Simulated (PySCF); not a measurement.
Sn(OH) (HOSn), SMILES [OH][Sn] (connectivity only; charge and spin as stated), neutral, multiplicity 2. Geometry optimised at PBE-D3(BJ)/def2-TZVP. The def2 effective core potentials stand for the cores of Sn; spin–orbit coupling is left out.

The numbers are results of PBE-D3(BJ)/def2-TZVP (PySCF), not measurements.

Harmonic wavenumbers (cm⁻¹): 556, 704, 3707. Rotational constants (GHz): 679.5, 8.163, 8.066; symmetry number 1.

### Question
Work out the zero-point energy and the ideal-gas rigid-rotor harmonic-oscillator thermochemistry at 298.15 K and 1 atm.

### Answer
ZPE = ½ Σ hcν = ½ × 4967 cm⁻¹ = 29.71 kJ/mol. H − E(el) = 40.40 kJ/mol. Entropy in J/(mol K): translation 169.99, rotation 81.64, vibration 3.49, spin 5.76, total 260.88. G − E(el) = -37.38 kJ/mol. Cp = 41.41 J/(mol K).
